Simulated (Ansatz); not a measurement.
Geometry optimisation, RHF/6-31G* in Ansatz 0.2.0.

The input (input.yaml):

```yaml
crystal:
  periodic: [false, false, false]
  atoms:
    - { symbol: B, position_ang: [-0.35604, 1.25957, -0.53052] }
    - { symbol: B, position_ang: [-0.32831, -0.37252, -0.37235] }
    - { symbol: B, position_ang: [0.62544, -0.9527, 0.83003] }
    - { symbol: Cl, position_ang: [-1.25086, -1.42237, -1.40362] }
    - { symbol: H, position_ang: [-1.09741, 1.92871, 0.08015] }
    - { symbol: H, position_ang: [0.4139, 1.83971, -1.1965] }
    - { symbol: H, position_ang: [1.75827, -1.20196, 0.66518] }
    - { symbol: H, position_ang: [0.23501, -1.07845, 1.92762] }
basis:
  gaussian: { orbitals: "6-31G*" }
hamiltonian:
  xc: hf
relax:
  f_tol: 0.02
  max_steps: 50
```

Run as:

```bash
$ ansatz run input.yaml --threads 1 --pin off --max-ram 2048MiB --backend cpu --events-out ev --progress --plain --runs-dir out
```

Task: Where does it end, and by what steps?

Result: The forces met the threshold. After 7 steps the energy has fallen by 0.167 eV; H5 moved furthest, 0.22 Å.

```json
{"step": "0", "energy less start (eV)": "0.0000", "largest force component (eV/Å)": "0.675", "accepted": "yes"}
{"step": "1", "energy less start (eV)": "-0.1214", "largest force component (eV/Å)": "0.400", "accepted": "yes"}
{"step": "2", "energy less start (eV)": "-0.1129", "largest force component (eV/Å)": "0.822", "accepted": "no"}
{"step": "3", "energy less start (eV)": "-0.1555", "largest force component (eV/Å)": "0.144", "accepted": "yes"}
{"step": "4", "energy less start (eV)": "-0.1651", "largest force component (eV/Å)": "0.157", "accepted": "yes"}
{"step": "5", "energy less start (eV)": "-0.1670", "largest force component (eV/Å)": "0.038", "accepted": "yes"}
{"step": "6", "energy less start (eV)": "-0.1672", "largest force component (eV/Å)": "0.026", "accepted": "yes"}
{"step": "7", "energy less start (eV)": "-0.1673", "largest force component (eV/Å)": "0.000", "accepted": "yes"}
```

```xyz
8
Properties=species:S:1:pos:R:3
B -0.394 1.385 -0.586
B -0.239 -0.270 -0.267
B 0.687 -1.054 0.913
Cl -1.197 -1.351 -1.336
H -1.236 2.041 -0.055
H 0.330 1.937 -1.354
H 1.807 -1.396 0.693
H 0.242 -1.291 1.992
```

Whether the end is a true minimum wasn't checked by a vibrational analysis.

Run time: 34 s on 1 thread of Intel(R) Xeon(R) Processor @ 2.50GHz (Skylake/Cascade Lake), on a shared host, peak memory 0.13 GiB.
